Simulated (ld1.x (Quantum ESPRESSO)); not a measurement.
# Configuration tests for B (PAW)

```json
{
 "Element": "B (Z = 5)",
 "Generator": "ld1.x (Quantum ESPRESSO) 7.5",
 "Type": "PAW",
 "Functional": "PBEsol",
 "Relativity": "non-relativistic",
 "Frozen core": "[He]",
 "Valence charge": "3",
 "Reference configuration": "2s1 2p0 (charge +2)",
 "Partial waves": "2s (bound): rcut 1.15, rcutus 1.25 bohr; 2s channel at -0.9 Ry: rcut 1.15, rcutus 1.25 bohr; 2p (bound, empty): rcut 1.65, rcutus 1.90 bohr; 2p channel at -0.55 Ry: rcut 1.65, rcutus 1.90 bohr; 3d channel at -0.1 Ry: rcut 1.50, rcutus 1.90 bohr",
 "Local potential": "all-electron potential smoothed inside 1.90 bohr (lloc = -2)",
 "Core correction": "Bessel-smoothed model core, default radius (core density twice the valence density)",
 "Augmentation charge": "BESSEL, radius 1.05 bohr"
}
```

Energies are relative to the spin-unpolarised reference configuration 2s1 2p0; without spin polarisation the order of configurations can differ from experiment.

```json
{"valence configuration": "2s2 2p1", "charge": "0", "ΔE all-electron (eV)": "-33.396", "error AE − PS (meV)": "-5.2"}
{"valence configuration": "2s2 2p0", "charge": "+1", "ΔE all-electron (eV)": "-25.254", "error AE − PS (meV)": "-2.4"}
{"valence configuration": "2s2 2p0.5", "charge": "+0.5", "ΔE all-electron (eV)": "-30.540", "error AE − PS (meV)": "-4.2"}
{"valence configuration": "2s1 2p2", "charge": "0", "ΔE all-electron (eV)": "-27.583", "error AE − PS (meV)": "-5.2"}
{"valence configuration": "2s0 2p3", "charge": "0", "ΔE all-electron (eV)": "-21.752", "error AE − PS (meV)": "-5.0"}
```

Problem. What are ΔE and the potential's error for 2s2 2p1.3?

Solution. ΔE = -34.121 eV all-electron; the error (AE − PS) is -5.4 meV.

Problem. What are ΔE and the potential's error for 2s1 2p1?

Solution. ΔE = -19.137 eV all-electron; the error (AE − PS) is -3.0 meV.
